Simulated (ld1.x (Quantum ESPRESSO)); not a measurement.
The numbers below are computed, except where a source is named.
## Potentials for S compared

Generated with ld1.x 7.5 (TM, RRKJ, ultrasoft, PAW), atompaw 4.2 or ONCVPSP 4.0.1. The cutoff is in Ry: for ld1.x and atompaw files where the sum of valence levels is converged to 10 mRy in a Bessel basis, for ONCV files where the hardest occupied wave has 1 mHa per electron of residual kinetic energy. The error is the largest all-electron minus pseudo excitation energy over each file’s own four to seven test configurations (ionisations up to +4, promotions, holes and added fractions of an electron), all of which were solved. The labels leave out finer settings (local radius, basis sizes, second energies), which also bear on the numbers. Spin-polarised tests are not counted. The rows are a selection from randomly drawn settings: files with unsolved tests, undetermined cutoffs or missed reference levels are left out.

```csv
potential,cutoff (Ry),largest error (meV),bound ghosts
"PAW, PBEsol, scalar-relativistic, rc 1.55/1.65 (sp), local smoothed, core correction yes, reference 3s2 3p2",18,-8.3,none
"TM, LDA (PZ), scalar-relativistic, rc 1.50/1.20 (sp), local s, core correction yes, reference 3s2 3p4",70,+162,none
"TM semilocal, LDA (PZ), non-relativistic, rc 1.35/1.15 (sp), local p, core correction yes, reference 3s2 3p3",80,+47,none
"TM, PBE, scalar-relativistic, rc 1.30/1.40/1.10 (spd), local s, core correction no, reference 3s2 3p4",40,+60,none
"ultrasoft, PBE, scalar-relativistic, rc 1.35/1.50/1.05 (spd), local smoothed, core correction no, reference 3s2 3p4",18,-2.6,none
"ultrasoft, LDA (PZ), scalar-relativistic, rc 1.45/1.45/1.25 (spd), local smoothed, core correction yes, reference 3s2 3p2",18,+12,none
```

**Question.** Fill in the row for S: TM, PBE, scalar-relativistic, rc 1.20/1.80/1.65 (spd), local smoothed, core correction yes, reference 3s2 3p4.

**Answer.** cutoff 45 Ry, largest error +100 meV, bound ghosts: none.

**Question.** Fill in the row for S: TM semilocal, LDA (PZ), non-relativistic, rc 1.10/1.15 (sp), local s, core correction yes, reference 3s2 3p4.

**Answer.** cutoff 90 Ry, largest error +90 meV, bound ghosts: none.

**Question.** Fill in the row for S: PAW, PBE, non-relativistic, rc 1.25/1.25/1.10 (spd), local smoothed, core correction yes, reference 3s2 3p4.

**Answer.** cutoff 25 Ry, largest error -74 meV, bound ghosts: none.
